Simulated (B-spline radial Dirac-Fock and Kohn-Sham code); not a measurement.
Binding energies of I⁺ in different valence configurations

Model: relaxed Dirac-Fock hole states (ΔSCF) with Breit and QED corrections and a finite nucleus. Program: a radial B-spline solver. Correlation and solid-state effects are left out.

Reference: the tabulated ground configuration [Kr] 4d10 5s2 5p4, with 1s 33187.2 eV, 3s 1094.7 eV, 3p3/2 896.6 eV, 3d5/2 638.7 eV, 4d5/2 67.32 eV, 5s 31.49 eV, Kα1 28610.0 eV, Kβ1 32290.6 eV, Lα1 3938.5 eV, Lβ2 4509.8 eV.

Shifts from the reference in eV.

```
    configuration  average energy     1s     3s  3p3/2  3d5/2  4d5/2     5s    Kα1    Kβ1   Lα1    Lβ2
[Kr] 4d10 5s1 5p5          +12.61  +1.56  +1.45  +1.67  +1.64  +1.51  +2.27  -0.08  -0.11  0.00  +0.13
```

Values without a named source are computed, but for edge energies of neutral atoms, which are taken from tables.
